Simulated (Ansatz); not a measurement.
Reaction (formal hydrolysis of the Al–C bond): `C#[C][Al]([NH2])[F]` + H₂O → `[NH2][Al]([OH])[F]` + `C#C`

Isolated molecules relaxed with PBE0-D4/def2-TZVP in Ansatz; ΔE leaves out vibrations. CBS: MP2 limit from def2 TZ/QZ plus the TZ coupled-cluster correction, frozen cores. This one scheme is used for every species. DFT in def2-TZVPP. HSE06 is defined as in plane-wave codes. One conformer a species, not always the lowest.

```csv
level,ΔE (kcal/mol),difference from CCSD(T)/CBS
revPBE-D4,-13.7,1.6
CAM-B3LYP-D4,-17.1,-1.8
r2SCAN,-15.7,-0.4
HSE06,-14.6,0.7
LC-ωPBE,-16.5,-1.2
RPA@PBE/def2-TZVPP,-14.5,0.8
HF/def2-SVP,-16.0,-0.7
MP2/def2-SVP,-16.0,-0.7
HF/def2-TZVPP,-17.0,-1.7
MP2/def2-TZVPP,-15.6,-0.3
CCSD(T)/CBS,-15.3,0
```

Largest T1 diagnostic among the species: 0.013.

Leaving LDA and LC-ωPBE aside and taking each functional with its dispersion term where it has one, the values spread over 3.4 kcal/mol, from CAM-B3LYP-D4 to revPBE-D4. LDA lies −1.2 kcal/mol from PBE without D4. From BLYP to BHLYP (50 % exact exchange), in def2-TZVPP and without D4, ΔE moves by −0.9 kcal/mol. In def2-TZVPP, CCSD(T) changes the Hartree–Fock value by +1.7 kcal/mol (the triples alone add +0.5 kcal/mol) and MP2 by +1.4 kcal/mol.
